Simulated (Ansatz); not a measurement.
One geometry of CH6FNSi2 (`FC1([SiH3])N[SiH2]1`), several functionals.

```yaml
crystal:
  periodic: [false, false, false]
  atoms:
    - {symbol: F, position_ang: [-1.526154, -1.262194, 0.402089]}
    - {symbol: C, position_ang: [-0.527531, -0.337206, 0.085692]}
    - {symbol: Si, position_ang: [0.927941, -0.518137, 1.261951]}
    - {symbol: N, position_ang: [-1.043231, 0.955881, -0.243547]}
    - {symbol: Si, position_ang: [-0.362861, 0.297944, -1.657635]}
    - {symbol: H, position_ang: [0.560372, -0.033498, 2.621159]}
    - {symbol: H, position_ang: [2.032220, 0.325965, 0.732299]}
    - {symbol: H, position_ang: [1.366960, -1.932873, 1.339009]}
    - {symbol: H, position_ang: [-1.011641, 1.752034, 0.371725]}
    - {symbol: H, position_ang: [-1.299399, -0.079369, -2.735542]}
    - {symbol: H, position_ang: [0.948525, 0.774353, -2.156499]}
basis:
  gaussian: {orbitals: def2-TZVPP}
hamiltonian: {xc: {name: B3LYP}, dispersion: d4}
output: {forces: true, orbitals: {seedname: orbitals}}
```

```sh
$ ansatz run in.yaml --threads 4 --pin off --events-out ev --progress --plain --max-ram 10444MiB
```

It prints (some lines left out):

```
Functional definition: B3LYP
1427 factors; their error is unknown
mean field evaluation 1: about -21091.1712 eV, gradient 6.5e1 eV
mean field evaluation 2: about -21066.6040 eV, gradient 1.2e2 eV
mean field evaluation 4: about -21099.4443 eV, gradient 6.7e0 eV
mean field evaluation 8: about -21099.5398 eV, gradient 3.4e-1 eV
mean field evaluation 16: about -21099.5399 eV, gradient 1.8e-5 eV
mean field -21099.53994314 eV, -775.3937911284 hartree, gradient 1.8e-5 eV, S^2 0.000000; 0 other end points of the search recorded, 0 dependent functions left out
reference -21099.54022668 eV, -775.3938015486 hartree; 28, 28 occupied and 233, 233 virtual orbitals, 1427 factors
Total energy: -21099.96554438 eV, -775.4094316855 hartree
Atom 0 at    -1.526154    -1.262194     0.402089 Å, force    -0.324976    -0.311784     0.111406 eV/Å
Atom 1 at    -0.527531    -0.337206     0.085692 Å, force     0.386539     0.069412    -0.001876 eV/Å
Atom 2 at     0.927941    -0.518137     1.261951 Å, force     0.110680    -0.022594     0.121712 eV/Å
Atom 3 at    -1.043231     0.955881    -0.243547 Å, force    -0.099212     0.254529     0.019603 eV/Å
Atom 4 at    -0.362861     0.297944    -1.657635 Å, force     0.032245     0.000715    -0.290299 eV/Å
Atom 5 at     0.560372    -0.033498     2.621159 Å, force     0.024782    -0.030730    -0.084273 eV/Å
Atom 6 at     2.032220     0.325965     0.732299 Å, force    -0.070326    -0.059163     0.039233 eV/Å
Atom 7 at     1.366960    -1.932873     1.339009 Å, force    -0.024381     0.089424    -0.005208 eV/Å
Atom 8 at    -1.011641     1.752034     0.371725 Å, force    -0.014586     0.012721     0.005923 eV/Å
Atom 9 at    -1.299399    -0.079369    -2.735542 Å, force     0.070818     0.028217     0.060348 eV/Å
Atom 10 at     0.948525     0.774353    -2.156499 Å, force    -0.091581    -0.030747     0.023432 eV/Å
Dipole moment:     0.294047     0.354015    -0.209177 e Å
```

It took 6 s on 4 threads of an Arm Neoverse V1 on a shared host, with 0.78 GiB of host memory at the peak.

The same input with `hamiltonian: {xc: {name: B2PLYP}}` and no forces (abridged; 7 s):

```
Functional definition: B2PLYP
mean field evaluation 16: about -21080.3185 eV, gradient 2.1e-4 eV
mean field -21080.31850009 eV, -774.6874161251 hartree, gradient 1.8e-6 eV, S^2 0.000000
13 core orbitals not correlated: weight in the atoms' cores, before any rotation towards them, 1.000 or more for the frozen orbitals, at most 0.000 for the correlated occupied ones
second order -28.66269619 eV of doubles, -0.00000000 eV of singles
Total energy: -21088.05760775 eV, -774.9718230862 hartree
```

B3LYP takes the VWN-RPA correlation (the form of Gaussian; ORCA's B3LYP/G).
